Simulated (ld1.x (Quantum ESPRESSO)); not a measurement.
## What the settings do to the TM potential of Zn

Base potential:

ld1.x (Quantum ESPRESSO) 7.5 input, shortened:

```
&input
   title='Zn', zed=30., rel=1, dft='PBE', iswitch=3,
   config='[Ar] 3d9 4s0 4p0'
 /
 &inputp
   pseudotype=2, tm=.true., lloc=2,
   nlcc=.true., new_core_ps=.true., rcore=0.70
 /
3
4S  1  0   0.00   0.00  1.30  1.30  0.0
4P  2  1   0.00   0.00  2.05  2.05  0.0
3D  3  2   9.00   0.00  1.15  1.15  0.0
 &test
   configts(1)='3d9 4s0 4p0'
 /
```

Cutoffs, loose and tight: the cutoffs (Ry, on a coarse ladder) from which the occupation-weighted sum of valence levels, in a spherical-Bessel basis at the reference potential, stays within 10 and 1 mRy of its value at 400 Ry. They do not see the model core or the augmentation charge, which bear on the density cutoff. Test errors are all-electron minus pseudo excitation energies from the reference, over the configurations 3d10 4s2 4p0; 3d10 4s1 4p0; 3d10 4s0 4p0; 3d9 4s2 4p1; 3d10 4s0 4p2; 3d10 4s1.5 4p0; 3d10 4s1 4p1. A dash means not determined; rows that change the core or the reference have their own tests. The largest error is taken over the tests solved by every variant that gives reliable tests at all: 3d10 4s0 4p0; 3d10 4s0 4p2; 3d10 4s1 4p0; 3d10 4s1 4p1; 3d10 4s1.5 4p0; 3d9 4s2 4p1.

A true bound ghost makes a file unfit for plane-wave use even where its test errors are small: the radial tests pick states by their node count and pass the ghost by.

| change | outcome | cutoff, loose | cutoff, tight | bound ghosts | largest test error (meV) |
| --- | --- | --- | --- | --- | --- |
| base | generated | 200 Ry | over 300 Ry | s, p | -217 |
| core correction Bessel-smoothed model core inside 1.26 bohr | generated | 200 Ry | over 300 Ry | s, p | -213 |
| local potential the p channel | generated | 200 Ry | over 300 Ry | s | -624 |
| functional PBEsol | generated | 200 Ry | over 300 Ry | s, p | -218 |
| wave 4p (bound): rc 2.05 bohr becomes 4p (bound): rc 1.62 bohr | generated | 200 Ry | over 300 Ry | s, p | -217 |
| wave 3d (bound): rc 1.15 bohr becomes 3d (bound): rc 1.32 bohr | generated | 160 Ry | 300 Ry | s, p | -242 |
| fully relativistic | generated, misses its reference levels by 0.24 eV | 200 Ry | over 300 Ry | s, p3/2, p1/2 | -221 |
